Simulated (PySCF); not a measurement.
NMR data simulated for an unnamed compound:

$^{1}$H NMR (500 MHz, computed): δ 6.56 (m, 1H), 6.36 (m, 1H), 5.99 (m, 1H), 5.60 (d, 1H), 5.21 (d, 1H), 5.16 (d, 1H), 2.62 (s, 6H), 0.13 (br s, 2H).

$^{13}$C{$^{1}$H} NMR (computed): δ 145.5 (CH), 142.5 (CH2), 37.5 (CH3).

PySCF 2.14.0 with density-fitted response routines calculation with coordinates at the GFN2-xTB level and σ from GIAO-PBE0/pcSseg-1; in vacuum, one averaged value for each set of equivalent atoms, relativity neglected, a single conformation.

References, each an isolated molecule treated in the same way: TMS for $^{1}$H (σ = 31.72 ppm), $^{13}$C (σ = 186.93 ppm).

Task: Which of these does the molecule contain: a (CH3)2CH unit, an ester, a vinyl group CH=CH2, a non-aromatic C=C double bond, a tert-butyl group, a Si–H bond?

Result: 
- A (CH3)2CH unit: no.
- An ester: no.
- A vinyl group CH=CH2: yes (δC 142.5, 145.5; δH 5.99 (m), 6.56 (m), 6.36 (m)).
- A non-aromatic C=C double bond: yes.
- A tert-butyl group: no.
- A Si–H bond: yes (δH 5.16 (d)).

The data belong to SMILES C=C[Si@@H](O[SiH2]N)N(C)C, C4H14N2OSi2; they needn't prove each group on their own.

Carbon signals by region: 2 in the sp2 and nitrile region (100–160 ppm), 1 below 50 ppm.

The OH or NH signal is concentration- and solvent-dependent in practice; the value given is the gas-phase one. Shifts are as computed. Against solution values, carbons near 30 ppm lie about +3 ppm off and those near 130 ppm about +5 ppm. Of 1309 compounds with measured shifts, 239 miss one by over three times the rms of a fit or turn the order of signals round; such compounds aren't used in these exercises. No couplings were computed; multiplicities are counted from neighbouring protons, with m where these are inequivalent, close in shift, in a saturated or five-membered ring or joined by F or P, and br s for small geminal =CH2 splittings.
